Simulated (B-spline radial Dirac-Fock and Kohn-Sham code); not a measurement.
## Dipole and non-dipole photoemission parameters of Ir⁴⁺ 5p3/2

System: the Ir⁴⁺ ion, 1s2 2s2 2p6 3s2 3p6 3d10 4s2 4p6 4d10 4f14 5s2 5p6 5d5; threshold 105.1 eV (orbital energy of the model). Level of theory: Dirac-Hartree-Slater photoionisation with a Latter tail; cross sections with all multipoles, angular parameters from the dipole term and its interference with E2; a radial finite-basis atomic code.

Input file task.json (cfg lists n, l and occupation; rrms is the nuclear radius in fm):

```json
{"items": [{
  "Z": 77,
  "q": 4,
  "cfg": [[1, 0, 2], [2, 0, 2], [2, 1, 6], [3, 0, 2], [3, 1, 6], [3, 2, 10], [4, 0, 2], [4, 1, 6], [4, 2, 10], [4, 3, 14], [5, 0, 2], [5, 1, 6], [5, 2, 5]],
  "A": 193,
  "rrms": 5.4032,
  "do": "xps",
  "hv": [60, 62.4, 81.3, 111.0, 130.0, 135.0, 174.0, 183.0, 200, 207.0, 215.0, 253.0, 300, 671.0, 753.0, 765.0, 915.0, 1000, 1253.6, 2000, 2230.0, 2690.0, 3630.0, 4000, 6280.0, 7400.0, 8450.0, 9251.7, 12300.0, 12600.0]
}]}
```

Run with: `python xray2_run.py task.json out`

```csv
hν (eV),σ (kb),β,γ,δ
130,309,0.054,0.346,-0.042
135,287,-0.057,0.320,-0.040
174,197,-0.309,0.042,0.000
183,186,-0.286,0.001,0.008
200,169,-0.211,-0.052,0.020
207,162,-0.173,-0.065,0.024
215,156,-0.128,-0.075,0.028
253,132,0.091,-0.073,0.039
300,112,0.330,-0.022,0.043
671,44.3,1.187,0.285,0.018
753,38.1,1.267,0.294,0.013
765,37.3,1.277,0.294,0.013
915,29.2,1.381,0.283,0.007
1000,25.7,1.427,0.269,0.005
1253.6,18.3,1.527,0.210,0.000
2000,8.61,1.668,0.043,-0.001
2230,?,?,?,?
2690,5.10,1.721,-0.032,0.001
3630,2.89,1.751,-0.036,0.005
4000,2.39,1.757,-0.016,0.006
6280,0.926,1.753,0.231,0.013
7400,0.642,1.741,0.385,0.016
8450,0.474,1.727,0.532,0.019
9251.7,0.384,1.716,0.644,0.021
12300,0.193,1.669,1.050,0.030
12600,0.181,1.664,1.088,0.031
```

Task: Give the values at 2230 eV.

Result: σ = 7.13 kb, β = 1.690, γ = 0.009, δ = -0.001.

Values without a named source are computed, but for edge energies of neutral atoms, which are taken from tables.
